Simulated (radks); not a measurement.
Task: All-electron atom: Sb V in [Kr] 4d10 5s1. Calculated with a radial shooting solver on a logarithmic mesh with Libxc functionals: Dirac Kohn-Sham, exchange-only B88, spin-unpolarised, spherical densities, point nucleus.

Spin-orbit splittings of the eigenvalues, e(l+1/2) - e(l-1/2), with zeta = 2 splitting/(2l+1) and mean radii in bohr:

| shell | occ. | splitting (eV) | zeta (eV) | <r> j=l-1/2 | <r> j=l+1/2 |
|---|---|---|---|---|---|
| 2p | 6 | 252.0 | 168.0 | 0.1032 | 0.1087 |
| 3p | 6 | ? | ? | 0.3208 | 0.3322 |
| 3d | 10 | 9.663 | 3.865 | 0.3033 | 0.3069 |
| 4p | 6 | 8.644 | 5.763 | 0.8308 | 0.8597 |
| 4d | 10 | 1.274 | 0.5097 | 1.007 | 1.019 |

Estimate the 3p splitting.

Result: 46.49 eV (zeta = 30.99 eV).
